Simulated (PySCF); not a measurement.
ClPb (SMILES [Cl][Pb+]), charge +1, singlet, at a GFN2-xTB geometry (such geometries of metal compounds can be far from the true shape) (core potentials on Pb); CAMB3LYP/def2-SV(P) (PySCF).

The PySCF input:
```python
from pyscf import gto, scf, dft

mol = gto.Mole()
mol.atom = '''
    Pb   -0.00000000   -0.00000000   -0.40772011
    Cl    0.00000000    0.00000000    1.96664995
'''
mol.basis = 'def2-sv(p)'
mol.ecp = {'Pb': 'def2-sv(p)'}
mol.charge = 1
mol.verbose = 4
mol.build()

mf = dft.RKS(mol)
mf.xc = 'camb3lyp'
mf.grids.prune = dft.gen_grid.treutler_prune
mf.kernel()
mf.analyze()
```

What the program printed (banner, timings and long lists left out):

```
PySCF version 2.14.0

[INPUT] verbose = 4
[INPUT] num. atoms = 2
[INPUT] num. electrons = 38
[INPUT] charge = 1
[INPUT] spin (= nelec alpha-beta = 2S) = 0
[INPUT] symmetry False subgroup None
[INPUT] Mole.unit = angstrom
[INPUT] Symbol           X                Y                Z      unit          X                Y                Z       unit  Magmom
[...]
nuclear repulsion = 83.3535935354913
number of shells = 18
number of NR pGTOs = 97
number of NR cGTOs = 44
basis = def2-sv(p)
ecp = {'Pb': 'def2-sv(p)'}

******** <class 'pyscf.dft.rks.RKS'> ********
method = RKS
initial guess = minao
damping factor = 0
level_shift factor = 0
DIIS = <class 'pyscf.scf.diis.CDIIS'>
diis_start_cycle = 1
diis_space = 8
diis_damp = 0
SCF conv_tol = 1e-09
SCF conv_tol_grad = None
SCF max_cycles = 50
direct_scf = True
direct_scf_tol = 1e-13
XC library pyscf.dft.libxc version 7.1.2
    S. Lehtola, C. Steigemann, M. J. T. Oliveira, and M. A. L. Marques,  SoftwareX 7, 1–5 (2018)
XC functionals = camb3lyp
    T. Yanai, D. P. Tew, and N. C. Handy,  Chem. Phys. Lett. 393, 51 (2004)
radial grids:
    Treutler-Ahlrichs [JCP 102, 346 (1995); DOI:10.1063/1.469408] (M4) radial grids

becke partition: Becke, JCP 88, 2547 (1988); DOI:10.1063/1.454033
pruning grids: <function treutler_prune>
grids dens level: 3
symmetrized grids: False
atomic radii adjust function: <function treutler_atomic_radii_adjust>
small_rho_cutoff = 0
Set gradient conv threshold to 3.16228e-05
Initial guess from minao.
tot grids = 41440
init E= -629.02697800487
[...]
cycle= 1 E= -652.008747830826  delta_E=  -23  |g|=  1.6  |ddm|=   13
[...]
cycle= 2 E= -652.240539871632  delta_E= -0.232  |g|= 1.29  |ddm|= 4.23
[...]
cycle= 3 E= -652.679923357058  delta_E= -0.439  |g|= 0.115  |ddm|= 1.85
[...]
cycle= 4 E= -652.682587507363  delta_E= -0.00266  |g|= 0.0503  |ddm|= 0.225
[...]
cycle= 5 E= -652.68332304514  delta_E= -0.000736  |g|= 0.0096  |ddm|= 0.0773
[...]
cycle= 6 E= -652.683376760516  delta_E= -5.37e-05  |g|= 0.00246  |ddm|= 0.0194
[...]
cycle= 7 E= -652.683381379326  delta_E= -4.62e-06  |g|= 0.000789  |ddm|= 0.00705
[...]
cycle= 8 E= -652.683381830776  delta_E= -4.51e-07  |g|= 0.00012  |ddm|= 0.00239
[...]
cycle= 9 E= -652.683381842508  delta_E= -1.17e-08  |g|= 1.71e-05  |ddm|= 0.000392
[...]
cycle= 10 E= -652.683381842608  delta_E= -9.96e-11  |g|= 1.07e-06  |ddm|= 3.17e-05
[...]
Extra cycle  E= -652.683381842608  delta_E= -6.82e-13  |g|= 8.43e-07  |ddm|= 2.84e-06
converged SCF energy = -652.683381842608
**** SCF Summaries ****
Total Energy =                        -652.683381842608469
Nuclear Repulsion Energy =              83.353593535491257
One-electron Energy =                -1128.357871555666634
Two-electron Energy =                  392.320896177567022
Two-electron Coulomb Energy =          436.370114807805692
DFT Exchange-Correlation Energy =      -44.049218630238656
HOMO-LUMO gap [eV] =                     7.876523371659983
**** MO energy ****
[...]
WARN: System has nonzero charge 1; the dipole moment is origin-dependent.
Location of origin: [0. 0. 0.]

Dipole moment(X, Y, Z, Debye):  0.00000, -0.00000, -3.12518
```
